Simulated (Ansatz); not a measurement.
Ansatz (a first-principles code) input (HF/3-21G): The .json file is the Basis Set Exchange's 3-21G.

Ansatz 0.2 input:
```yaml
crystal:
  periodic: [false, false, false]
  atoms:
    - {symbol: C, position_ang: [-2.18278760, 1.47530549, -0.74873486]}
    - {symbol: N, position_ang: [-1.58538060, 0.28985418, -0.09479194]}
    - {symbol: C, position_ang: [-2.63356884, -0.59473392, 0.46075872]}
    - {symbol: B, position_ang: [-0.22602779, 0.04132453, -0.01351449]}
    - {symbol: Br, position_ang: [0.50176397, -1.57358166, 0.88122485]}
    - {symbol: Br, position_ang: [1.12243900, 1.27662961, -0.78411167]}
    - {symbol: H, position_ang: [-2.76700034, 2.02959253, -0.02363182]}
    - {symbol: H, position_ang: [-2.83607568, 1.15235995, -1.55075351]}
    - {symbol: H, position_ang: [-1.41706982, 2.11456887, -1.15058553]}
    - {symbol: H, position_ang: [-2.19424609, -1.45431415, 0.93466031]}
    - {symbol: H, position_ang: [-3.21884755, -0.04534197, 1.18872188]}
    - {symbol: H, position_ang: [-3.28792289, -0.92257454, -0.33839981]}
basis:
  gaussian:
    orbitals: 3-21G.json
hamiltonian:
  xc: {name: HF}
phonons: {temperatures: {t_min: 298.15, t_max: 298.15, t_step: 100}}
```

Output:

```
Functional definition: HF
integrals: 0.04 GiB planned
1116 factors; integrals over basis functions are off by at most 5.4e-4 eV
mean field: 0.40 GiB planned
mean field evaluation 1: about -143611.7159 eV, gradient 2.4e1 eV
mean field evaluation 2: about -143611.7122 eV, gradient 2.4e1 eV
mean field evaluation 4: about -143613.4746 eV, gradient 2.6e0 eV
mean field evaluation 8: about -143613.4964 eV, gradient 4.0e-2 eV
mean field -143613.49644995 eV, -5277.6986498114 hartree, gradient 3.5e-5 eV, S^2 0.000000; 0 other end points of the search recorded, 0 dependent functions left out
the calculation of the forces begins
reference -143613.49644995 eV, -5277.6986498114 hartree; 50, 50 occupied and 44, 44 virtual orbitals, 1116 factors
these checks for a lower state are left out or cut short: stability, starts, cluster_reference, orbital_swaps, neighbouring_geometries, increment
integrals: 0.04 GiB planned
1116 factors; integrals over basis functions are off by at most 5.4e-4 eV
mean field: 0.40 GiB planned
mean field evaluation 16: about -143613.4963 eV, gradient 4.9e-5 eV
mean field -143613.49628261 eV, -5277.6986436617 hartree, gradient 2.3e-6 eV, S^2 0.000000; 0 other end points of the search recorded, 0 dependent functions left out
the calculation of the forces begins
reference -143613.49628261 eV, -5277.6986436617 hartree; 50, 50 occupied and 44, 44 virtual orbitals, 1116 factors
these checks for a lower state are left out or cut short: stability, starts, cluster_reference, orbital_swaps, neighbouring_geometries, increment
integrals: 0.04 GiB planned
1116 factors; integrals over basis functions are off by at most 5.4e-4 eV
mean field: 0.40 GiB planned
mean field -143613.49628255 eV, -5277.6986436597 hartree, gradient 2.3e-6 eV, S^2 0.000000; 0 other end points of the search recorded, 0 dependent functions left out
the calculation of the forces begins
reference -143613.49628255 eV, -5277.6986436597 hartree; 50, 50 occupied and 44, 44 virtual orbitals, 1116 factors
these checks for a lower state are left out or cut short: stability, starts, cluster_reference, orbital_swaps, neighbouring_geometries, increment
integrals: 0.04 GiB planned
1116 factors; integrals over basis functions are off by at most 5.4e-4 eV
mean field: 0.40 GiB planned
mean field evaluation 32: about -143613.4963 eV, gradient 4.9e-5 eV
mean field -143613.49625352 eV, -5277.6986425929 hartree, gradient 2.3e-6 eV, S^2 0.000000; 0 other end points of the search recorded, 0 dependent functions left out
the calculation of the forces begins
reference -143613.49625352 eV, -5277.6986425929 hartree; 50, 50 occupied and 44, 44 virtual orbitals, 1116 factors
these checks for a lower state are left out or cut short: stability, starts, cluster_reference, orbital_swaps, neighbouring_geometries, increment
integrals: 0.04 GiB planned
1116 factors; integrals over basis functions are off by at most 5.4e-4 eV
mean field: 0.40 GiB planned
mean field -143613.49625168 eV, -5277.6986425253 hartree, gradient 2.3e-6 eV, S^2 0.000000; 0 other end points of the search recorded, 0 dependent functions left out
the calculation of the forces begins
reference -143613.49625168 eV, -5277.6986425253 hartree; 50, 50 occupied and 44, 44 virtual orbitals, 1116 factors
these checks for a lower state are left out or cut short: stability, starts, cluster_reference, orbital_swaps, neighbouring_geometries, increment
integrals: 0.04 GiB planned
1116 factors; integrals over basis functions are off by at most 5.4e-4 eV
mean field: 0.40 GiB planned
mean field -143613.49629735 eV, -5277.6986442037 hartree, gradient 2.3e-6 eV, S^2 0.000000; 0 other end points of the search recorded, 0 dependent functions left out
the calculation of the forces begins
reference -143613.49629735 eV, -5277.6986442037 hartree; 50, 50 occupied and 44, 44 virtual orbitals, 1116 factors
these checks for a lower state are left out or cut short: stability, starts, cluster_reference, orbital_swaps, neighbouring_geometries, increment
integrals: 0.04 GiB planned
1116 factors; integrals over basis functions are off by at most 5.4e-4 eV
mean field: 0.40 GiB planned
mean field -143613.49629178 eV, -5277.6986439987 hartree, gradient 2.3e-6 eV, S^2 0.000000; 0 other end points of the search recorded, 0 dependent functions left out
the calculation of the forces begins
reference -143613.49629178 eV, -5277.6986439987 hartree; 50, 50 occupied and 44, 44 virtual orbitals, 1116 factors
these checks for a lower state are left out or cut short: stability, starts, cluster_reference, orbital_swaps, neighbouring_geometries, increment
integrals: 0.04 GiB planned
1116 factors; integrals over basis functions are off by at most 5.4e-4 eV
mean field: 0.40 GiB planned
mean field -143613.49635700 eV, -5277.6986463956 hartree, gradient 2.3e-6 eV, S^2 0.000000; 0 other end points of the search recorded, 0 dependent functions left out
[...]
1116 factors; integrals over basis functions are off by at most 5.4e-4 eV
mean field: 0.40 GiB planned
mean field -143613.49644037 eV, -5277.6986494595 hartree, gradient 2.3e-6 eV, S^2 0.000000; 0 other end points of the search recorded, 0 dependent functions left out
the calculation of the forces begins
reference -143613.49644037 eV, -5277.6986494595 hartree; 50, 50 occupied and 44, 44 virtual orbitals, 1116 factors
these checks for a lower state are left out or cut short: stability, starts, cluster_reference, orbital_swaps, neighbouring_geometries, increment
integrals: 0.04 GiB planned
1116 factors; integrals over basis functions are off by at most 5.4e-4 eV
mean field: 0.40 GiB planned
mean field evaluation 96: about -143613.4964 eV, gradient 6.9e-6 eV
mean field -143613.49644062 eV, -5277.6986494687 hartree, gradient 2.3e-6 eV, S^2 0.000000; 0 other end points of the search recorded, 0 dependent functions left out
the calculation of the forces begins
reference -143613.49644062 eV, -5277.6986494687 hartree; 50, 50 occupied and 44, 44 virtual orbitals, 1116 factors
these checks for a lower state are left out or cut short: stability, starts, cluster_reference, orbital_swaps, neighbouring_geometries, increment
integrals: 0.04 GiB planned
1116 factors; integrals over basis functions are off by at most 5.4e-4 eV
mean field: 0.40 GiB planned
mean field -143613.49640426 eV, -5277.6986481325 hartree, gradient 2.3e-6 eV, S^2 0.000000; 0 other end points of the search recorded, 0 dependent functions left out
the calculation of the forces begins
reference -143613.49640426 eV, -5277.6986481325 hartree; 50, 50 occupied and 44, 44 virtual orbitals, 1116 factors
these checks for a lower state are left out or cut short: stability, starts, cluster_reference, orbital_swaps, neighbouring_geometries, increment
integrals: 0.04 GiB planned
1116 factors; integrals over basis functions are off by at most 5.4e-4 eV
mean field: 0.40 GiB planned
mean field -143613.49640511 eV, -5277.6986481637 hartree, gradient 2.3e-6 eV, S^2 0.000000; 0 other end points of the search recorded, 0 dependent functions left out
the calculation of the forces begins
reference -143613.49640511 eV, -5277.6986481637 hartree; 50, 50 occupied and 44, 44 virtual orbitals, 1116 factors
these checks for a lower state are left out or cut short: stability, starts, cluster_reference, orbital_swaps, neighbouring_geometries, increment
integrals: 0.04 GiB planned
1116 factors; integrals over basis functions are off by at most 5.4e-4 eV
mean field: 0.40 GiB planned
mean field -143613.49640670 eV, -5277.6986482221 hartree, gradient 2.3e-6 eV, S^2 0.000000; 0 other end points of the search recorded, 0 dependent functions left out
the calculation of the forces begins
reference -143613.49640670 eV, -5277.6986482221 hartree; 50, 50 occupied and 44, 44 virtual orbitals, 1116 factors
these checks for a lower state are left out or cut short: stability, starts, cluster_reference, orbital_swaps, neighbouring_geometries, increment
integrals: 0.04 GiB planned
1116 factors; integrals over basis functions are off by at most 5.4e-4 eV
mean field: 0.40 GiB planned
mean field -143613.49640625 eV, -5277.6986482056 hartree, gradient 2.3e-6 eV, S^2 0.000000; 0 other end points of the search recorded, 0 dependent functions left out
the calculation of the forces begins
reference -143613.49640625 eV, -5277.6986482056 hartree; 50, 50 occupied and 44, 44 virtual orbitals, 1116 factors
these checks for a lower state are left out or cut short: stability, starts, cluster_reference, orbital_swaps, neighbouring_geometries, increment
integrals: 0.04 GiB planned
1116 factors; integrals over basis functions are off by at most 5.4e-4 eV
mean field: 0.40 GiB planned
mean field evaluation 128: about -143613.5010 eV, gradient 9.4e-2 eV
mean field -143613.49638690 eV, -5277.6986474945 hartree, gradient 2.3e-6 eV, S^2 0.000000; 0 other end points of the search recorded, 0 dependent functions left out
the calculation of the forces begins
reference -143613.49638690 eV, -5277.6986474945 hartree; 50, 50 occupied and 44, 44 virtual orbitals, 1116 factors
these checks for a lower state are left out or cut short: stability, starts, cluster_reference, orbital_swaps, neighbouring_geometries, increment
integrals: 0.04 GiB planned
1116 factors; integrals over basis functions are off by at most 5.4e-4 eV
mean field: 0.40 GiB planned
mean field -143613.49638622 eV, -5277.6986474694 hartree, gradient 2.3e-6 eV, S^2 0.000000; 0 other end points of the search recorded, 0 dependent functions left out
the calculation of the forces begins
reference -143613.49638622 eV, -5277.6986474694 hartree; 50, 50 occupied and 44, 44 virtual orbitals, 1116 factors
these checks for a lower state are left out or cut short: stability, starts, cluster_reference, orbital_swaps, neighbouring_geometries, increment
integrals: 0.04 GiB planned
1116 factors; integrals over basis functions are off by at most 5.4e-4 eV
mean field: 0.40 GiB planned
mean field -143613.49638196 eV, -5277.6986473128 hartree, gradient 2.3e-6 eV, S^2 0.000000; 0 other end points of the search recorded, 0 dependent functions left out
the calculation of the forces begins
reference -143613.49638196 eV, -5277.6986473128 hartree; 50, 50 occupied and 44, 44 virtual orbitals, 1116 factors
these checks for a lower state are left out or cut short: stability, starts, cluster_reference, orbital_swaps, neighbouring_geometries, increment
integrals: 0.04 GiB planned
1116 factors; integrals over basis functions are off by at most 5.4e-4 eV
mean field: 0.40 GiB planned
mean field -143613.49638089 eV, -5277.6986472735 hartree, gradient 2.3e-6 eV, S^2 0.000000; 0 other end points of the search recorded, 0 dependent functions left out
the calculation of the forces begins
reference -143613.49638089 eV, -5277.6986472735 hartree; 50, 50 occupied and 44, 44 virtual orbitals, 1116 factors
these checks for a lower state are left out or cut short: stability, starts, cluster_reference, orbital_swaps, neighbouring_geometries, increment
integrals: 0.04 GiB planned
1116 factors; integrals over basis functions are off by at most 5.4e-4 eV
mean field: 0.40 GiB planned
mean field evaluation 160: about -143613.4964 eV, gradient 6.1e-2 eV
mean field -143613.49640456 eV, -5277.6986481434 hartree, gradient 2.3e-6 eV, S^2 0.000000; 0 other end points of the search recorded, 0 dependent functions left out
the calculation of the forces begins
reference -143613.49640456 eV, -5277.6986481434 hartree; 50, 50 occupied and 44, 44 virtual orbitals, 1116 factors
these checks for a lower state are left out or cut short: stability, starts, cluster_reference, orbital_swaps, neighbouring_geometries, increment
integrals: 0.04 GiB planned
1116 factors; integrals over basis functions are off by at most 5.4e-4 eV
mean field: 0.40 GiB planned
mean field -143613.49640407 eV, -5277.6986481255 hartree, gradient 2.3e-6 eV, S^2 0.000000; 0 other end points of the search recorded, 0 dependent functions left out
the calculation of the forces begins
reference -143613.49640407 eV, -5277.6986481255 hartree; 50, 50 occupied and 44, 44 virtual orbitals, 1116 factors
Total energy: -143613.49644995 eV, -5277.6986498114 hartree
Atom 0 at    -2.182788     1.475305    -0.748735 Å, force     0.000182    -0.000062     0.000027 eV/Å
Atom 1 at    -1.585381     0.289854    -0.094792 Å, force     0.001793    -0.000328     0.000107 eV/Å
Atom 2 at    -2.633569    -0.594734     0.460759 Å, force     0.000194    -0.000007    -0.000005 eV/Å
Atom 3 at    -0.226028     0.041325    -0.013514 Å, force    -0.001543     0.000282    -0.000092 eV/Å
Atom 4 at     0.501764    -1.573582     0.881225 Å, force    -0.000071     0.000090    -0.000048 eV/Å
Atom 5 at     1.122439     1.276630    -0.784112 Å, force    -0.000103    -0.000058     0.000038 eV/Å
Atom 6 at    -2.767000     2.029593    -0.023632 Å, force    -0.000160     0.000082     0.000092 eV/Å
Atom 7 at    -2.836076     1.152360    -1.550754 Å, force    -0.000169    -0.000032    -0.000106 eV/Å
Atom 8 at    -1.417070     2.114569    -1.150586 Å, force     0.000133     0.000132    -0.000082 eV/Å
Atom 9 at    -2.194246    -1.454314     0.934660 Å, force     0.000068    -0.000169     0.000094 eV/Å
Atom 10 at    -3.218848    -0.045342     1.188722 Å, force    -0.000158     0.000091     0.000086 eV/Å
Atom 11 at    -3.287923    -0.922575    -0.338400 Å, force    -0.000167    -0.000022    -0.000111 eV/Å
Dipole moment:    -0.886867     0.162145    -0.053027 e Å
Vibrations: 86.65 160.29 173.70 179.72 193.69 309.33 309.50 372.13 494.95 555.79 813.87 913.16 1143.19 1233.70 1257.48 1276.33 1298.82 1560.42 1608.66 1656.86 1670.74 1674.97 1684.72 1709.50 3199.90 3206.42 3250.49 3253.65 3349.40 3349.48 cm⁻¹, zero-point energy 2.600414 eV
```

The blocks after the first are displaced geometries, from whose forces the wavenumbers follow.
